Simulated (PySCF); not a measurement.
Isomers of C7H12BF.

All values: PBE0/def2-SVPD (PySCF) at PBE0-D3(BJ)/def2-SVP geometries, gas phase, one conformer each. Core orbitals are frozen in the response; Δα² is half the sum of the squared differences of the principal polarisabilities.

(1) Rank by HOMO–LUMO gap, lowest first.
A. `[F:1]/[CH:2]=[CH:3]\[C@@H:4]1[CH2:5][BH:6][CH2:7][CH2:8][CH2:9]1` with C2–C3–C4–C5 -114°, C3–C4–C5–B6 -164°, C4–C5–B6–C7 20°, C5–B6–C7–C8 -19°, B6–C7–C8–C9 38°
B. `[CH3:1]/[C:2](=[CH:3]/[F:4])[C@H:5]1[BH:6][CH2:7][CH2:8][CH2:9]1` with C1–C2–C5–B6 -63°, C2–C5–B6–C7 148°, C5–B6–C7–C8 10°, B6–C7–C8–C9 -30°, C7–C8–C9–C5 39°
C. `[CH2:1]=[C:2]1[CH2:3][C@@H:4]([B:5]([CH3:6])[CH3:7])[C@H:8]1[F:9]` with C3–C4–B5–C6 13°, C1–C2–C3–C4 151°, C2–C3–C4–B5 -94°, C3–C4–C8–F9 -136°, C1–C2–C8–C4 -152°
D. `[CH2:1]=[CH:2][C@@H:3]1[BH:4][CH2:5][C@H:6]([F:7])[C@@H:8]1[CH3:9]` with C1–C2–C3–B4 -76°, C2–C3–B4–C5 -100°, C3–B4–C5–C6 5°, B4–C5–C6–F7 96°, C5–C6–C8–C9 162°

(2) Rank by dipole moment, lowest first.
A. `[CH3:1]/[C:2](=[CH:3]\[F:4])[C@@H:5]1[BH:6][CH2:7][CH2:8][CH2:9]1` with C1–C2–C5–B6 59°, C2–C5–B6–C7 -146°, C5–B6–C7–C8 -10°, B6–C7–C8–C9 30°, C7–C8–C9–C5 -39°
B. `[CH3:1]/[C:2](=[CH:3]/[F:4])[C@H:5]1[BH:6][CH2:7][CH2:8][CH2:9]1` with C1–C2–C5–B6 -63°, C2–C5–B6–C7 148°, C5–B6–C7–C8 10°, B6–C7–C8–C9 -30°, C7–C8–C9–C5 39°
C. `[F:1]/[CH:2]=[CH:3]\[C@@H:4]1[CH2:5][BH:6][CH2:7][CH2:8][CH2:9]1` with C2–C3–C4–C5 -114°, C3–C4–C5–B6 -164°, C4–C5–B6–C7 20°, C5–B6–C7–C8 -19°, B6–C7–C8–C9 38°

## Answers

(1) B (5.88 eV), D (6.22 eV), A (6.40 eV), C (6.80 eV).

(2) C (1.46 D), B (1.68 D), A (2.07 D).

All values together:

| SMILES | μ (D) | HOMO (eV) | LUMO (eV) | α (Å³) | Δα (Å³) | ΔSCF removal energy (eV) |
| --- | --- | --- | --- | --- | --- | --- |
| C=C1C[C@@H](B(C)C)[C@H]1F | 1.63 | -7.37 | -0.56 | 14.27 | 3.75 | 9.21 |
| C/C(=C/F)[C@H]1BCCC1 | 1.68 | -6.70 | -0.82 | 14.27 | 4.32 | 8.59 |
| C=C[C@@H]1BC[C@H](F)[C@@H]1C | 1.37 | -7.27 | -1.05 | 14.36 | 4.30 | 9.11 |
| F/C=C\[C@@H]1CBCCC1 | 1.46 | -7.17 | -0.76 | 14.29 | 5.06 | 9.05 |
| C/C(=C\F)[C@@H]1BCCC1 | 2.07 | -6.70 | -0.92 | 14.25 | 4.45 | 8.60 |

Conformers: `[CH2:1]=[C:2]1[CH2:3][C@@H:4]([B:5]([CH3:6])[CH3:7])[C@H:8]1[F:9]` with C3–C4–B5–C6 13°, C1–C2–C3–C4 151°, C2–C3–C4–B5 -94°, C3–C4–C8–F9 -136°, C1–C2–C8–C4 -152°; `[CH3:1]/[C:2](=[CH:3]/[F:4])[C@H:5]1[BH:6][CH2:7][CH2:8][CH2:9]1` with C1–C2–C5–B6 -63°, C2–C5–B6–C7 148°, C5–B6–C7–C8 10°, B6–C7–C8–C9 -30°, C7–C8–C9–C5 39°; `[CH2:1]=[CH:2][C@@H:3]1[BH:4][CH2:5][C@H:6]([F:7])[C@@H:8]1[CH3:9]` with C1–C2–C3–B4 -76°, C2–C3–B4–C5 -100°, C3–B4–C5–C6 5°, B4–C5–C6–F7 96°, C5–C6–C8–C9 162°; `[F:1]/[CH:2]=[CH:3]\[C@@H:4]1[CH2:5][BH:6][CH2:7][CH2:8][CH2:9]1` with C2–C3–C4–C5 -114°, C3–C4–C5–B6 -164°, C4–C5–B6–C7 20°, C5–B6–C7–C8 -19°, B6–C7–C8–C9 38°; `[CH3:1]/[C:2](=[CH:3]\[F:4])[C@@H:5]1[BH:6][CH2:7][CH2:8][CH2:9]1` with C1–C2–C5–B6 59°, C2–C5–B6–C7 -146°, C5–B6–C7–C8 -10°, B6–C7–C8–C9 30°, C7–C8–C9–C5 -39°.

Q: By how much does the ΔSCF value exceed −ε(HOMO) over the species that have both?

A: By 1.84 to 1.90 eV, 1.87 eV on average, over 5 species.
